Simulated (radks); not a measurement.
The nickel ion Ni7+, 21 electrons, occupied as [Ar] 3d3 (the NIST ground configuration). All-electron calculation, non-relativistic Kohn-Sham, PBE, spin-polarised, spherical densities, point nucleus; open shells are filled with parallel spins first. Program: a radial shooting solver on a logarithmic mesh with Libxc functionals. Some entries of the table are withheld. Estimate them.

| orbital | occ. | eigenvalue (hartree) | <1/r> (bohr^-1) | r(max) (bohr) |
|---|---|---|---|---|
| 1s down | 1 | -304.1245 | 27.51 | 0.03615 |
| 1s up | 1 | -304.1244 | 27.51 | 0.03615 |
| 2s up | 1 | -41.20476 | 5.948 | 0.2077 |
| 2s down | 1 | -41.10292 | 5.959 | 0.2075 |
| 2p up | 3 | -36.69103 | 5.905 | 0.1663 |
| 2p down | 3 | -36.61564 | 5.915 | 0.1661 |
| 3s up | 1 | -9.24164 | 2.005 | (1) |
| 3s down | 1 | -9.06072 | 1.993 | (2) |
| 3p up | 3 | -7.82730 | 1.911 | 0.6265 |
| 3p down | 3 | -7.64728 | 1.897 | 0.6284 |
| 3d up | 3 | -5.46796 | 1.714 | 0.5631 |
| 3d down | 0 | -5.28074 | 1.698 | 0.5679 |

Answer. 
(1) 3s up r(max) (bohr): 0.6310
(2) 3s down r(max) (bohr): 0.6323
